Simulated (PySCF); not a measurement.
# Group charges in `CC#CCCOC(F)F`

Species: C6H8F2O.
Numbering: `[CH3:1][C:2]#[C:3][CH2:4][CH2:5][O:6][CH:7]([F:8])[F:9]` (hydrogens: H10, H11, H12 on C1; H13, H14 on C4; H15, H16 on C5; H17 on C7)

Geometry (GFN2-xTB, Å), atoms numbered from 1 in this order:
```xyz
17
C6H8F2O angstrom
C      3.7035   -0.3920    0.0159
C      2.3425    0.0798    0.1455
C      1.2180    0.4782    0.2574
C     -0.1494    0.9461    0.3878
C     -0.9975    0.4406   -0.7843
O     -2.3417    0.9156   -0.7428
C     -3.1516    0.3223    0.1462
F     -3.0877    0.9035    1.3794
F     -4.4227    0.4760   -0.2532
H      4.3689    0.4423   -0.2031
H      3.7686   -1.1184   -0.7936
H      4.0242   -0.8662    0.9428
H     -0.5637    0.5915    1.3360
H     -0.1656    2.0390    0.3968
H     -0.6006    0.8207   -1.7276
H     -0.9946   -0.6576   -0.8106
H     -2.9579   -0.7598    0.2975
```

Atomic charges (e) from the PBE0/pcSseg-1 density (PySCF):

```json
{"atom": "C1", "Mulliken": "-0.1874", "IAO": "-0.4363", "Hirshfeld": "-0.0972", "ESP-fitted": "-0.5482"}
{"atom": "C2", "Mulliken": "-0.2739", "IAO": "-0.0510", "Hirshfeld": "-0.0560", "ESP-fitted": "+0.1911"}
{"atom": "C3", "Mulliken": "-0.0948", "IAO": "-0.0861", "Hirshfeld": "-0.0670", "ESP-fitted": "-0.4921"}
{"atom": "C4", "Mulliken": "-0.2087", "IAO": "-0.2879", "Hirshfeld": "-0.0648", "ESP-fitted": "+0.3288"}
{"atom": "C5", "Mulliken": "+0.0430", "IAO": "-0.0483", "Hirshfeld": "+0.0192", "ESP-fitted": "-0.1047"}
{"atom": "O6", "Mulliken": "-0.4745", "IAO": "-0.3626", "Hirshfeld": "-0.1370", "ESP-fitted": "-0.3475"}
{"atom": "C7", "Mulliken": "+0.6810", "IAO": "+0.6083", "Hirshfeld": "+0.2021", "ESP-fitted": "+0.5305"}
{"atom": "F8", "Mulliken": "-0.3074", "IAO": "-0.3220", "Hirshfeld": "-0.1196", "ESP-fitted": "-0.2521"}
{"atom": "F9", "Mulliken": "-0.2759", "IAO": "-0.2893", "Hirshfeld": "-0.1072", "ESP-fitted": "-0.2190"}
{"atom": "H10", "Mulliken": "+0.1484", "IAO": "+0.1719", "Hirshfeld": "+0.0603", "ESP-fitted": "+0.1868"}
{"atom": "H11", "Mulliken": "+0.1465", "IAO": "+0.1713", "Hirshfeld": "+0.0598", "ESP-fitted": "+0.1824"}
{"atom": "H12", "Mulliken": "+0.1481", "IAO": "+0.1718", "Hirshfeld": "+0.0603", "ESP-fitted": "+0.1879"}
{"atom": "H13", "Mulliken": "+0.1608", "IAO": "+0.1694", "Hirshfeld": "+0.0471", "ESP-fitted": "+0.0230"}
{"atom": "H14", "Mulliken": "+0.1624", "IAO": "+0.1732", "Hirshfeld": "+0.0574", "ESP-fitted": "+0.0444"}
{"atom": "H15", "Mulliken": "+0.1432", "IAO": "+0.1686", "Hirshfeld": "+0.0554", "ESP-fitted": "+0.1382"}
{"atom": "H16", "Mulliken": "+0.1220", "IAO": "+0.1314", "Hirshfeld": "+0.0423", "ESP-fitted": "+0.0909"}
{"atom": "H17", "Mulliken": "+0.0672", "IAO": "+0.1175", "Hirshfeld": "+0.0450", "ESP-fitted": "+0.0596"}
```

Task: Cut each of the bonds C1–C2, C2–C3, C3–C4, C5–C4, O6–C5 and C7–O6 in turn and sum the charges on the side of the atom named first.

Result: In e; the other side holds the opposite charge:

```
bond cut    piece  atoms  Mulliken     IAO  Hirshfeld  ESP-fitted
   C1–C2      CH3      4    +0.256  +0.079     +0.083      +0.009
   C2–C3     C2H3      5    -0.018  +0.028     +0.027      +0.200
   C3–C4     C3H3      6    -0.113  -0.058     -0.040      -0.292
   C5–C4  C2H3F2O      8    -0.001  +0.004      0.000      -0.104
   O6–C5    CHF2O      5    -0.310  -0.248     -0.117      -0.229
   C7–O6     CHF2      4    +0.165  +0.114     +0.020      +0.119
```

Extremes among these pieces. Mulliken: lowest CHF2O at O6, highest CH3 at C1; IAO: lowest CHF2O at O6, highest CHF2 at C7; Hirshfeld: lowest CHF2O at O6, highest CH3 at C1; ESP-fitted: lowest C3H3 at C3, highest C2H3 at C2.

Task: Do the schemes agree better on the pieces than on the single atoms at the cuts?

Result: The spread between schemes averages 0.194 e for the pieces and 0.384 e for the atoms named first; it is smaller for the piece at 6 of the 6 cuts. On average they agree better on the pieces.

The structure is a single GFN2-xTB conformer in the gas phase; no vibrational or solvent corrections. GFN2-xTB frequencies show an imaginary mode (26i cm⁻¹), so this geometry is no minimum at that level.

The run behind these numbers computed NMR shieldings as well. The run took 21 s wall on an x86-64 server with one thread, on a shared host.
